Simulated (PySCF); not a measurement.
# How methods differ on the excitation energy of Nd+

Nd+ [Xe] 4f4 6s1 (high-spin determinant) → Nd+ [Xe] 4f4 6p1 (high-spin determinant), as a difference of total energies. Computed with PySCF 2.14 in ANO-RCC-VTZP (8s7p5d3f2g1h, 104 functions), with scalar relativity by spin-free X2C-1e. Correlated levels: valence: [Kr] 4d10 frozen; valence and next inner shell: [Ar] 3d10 frozen. The calculations carry no spin-orbit coupling.

```tsv
method	excitation energy (cm⁻¹)
UHF	21791
LDA	24216
PBE	22947
PBE0	22700
r2SCAN	22352
MP2 (valence)	24371
SCS-MP2 (valence)	23663
MP2 (valence and next inner shell)	24694
SCS-MP2 (valence and next inner shell)	23961
```

A first-order spin-orbit estimate (lowest level to lowest level, LS coupling) adds -0.056 eV.

The basis was made for the ground configuration and has no added diffuse functions, so the excitation energy can come out too high.

The determinant of the upper state and of the lower state mixes LS terms, which raises its energy above the lowest term, most at the Hartree-Fock and MP2 levels.
